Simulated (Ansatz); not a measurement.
System: ZrH$_{2}$ (charge 0, triplet). The spin state was set by rule; other spins were not relaxed. SMILES: [ZrH2]
Geometry from a B3LYP-D3(BJ)/def2-TZVP (Ansatz, a program for electronic structure) optimisation:
```
Zr
H 1 1.8655
H 1 1.8655 2 119.28
```
Charge 0, spin multiplicity 3.

Property: vertical ionisation energy (to the doublet state of charge +1; each state is the SCF solution reached for its spin), in eV. Cores are frozen in the correlated levels unless marked. Open shells are spin-unrestricted. No spin-orbit coupling. Frozen are the shells of the preceding noble gas and the d and f shells that filled before the atom's block. In def2 rows, elements after Kr have scalar-relativistic effective core potentials. Basis-set limits of correlation are two-point, X^-3; Hartree-Fock from the larger set.

```
level             program  vertical ionisation energy (eV)
----------------  -------  -------------------------------
HF/def2-TZVPPD     Ansatz                             6.55
SVWN5/def2-TZVPD   Ansatz                             7.19
```

Question: Estimate the value at CCSD(T)/CBS(def2-TZVPPD,def2-QZVPPD) as computed with Ansatz.

Answer: 6.83 eV
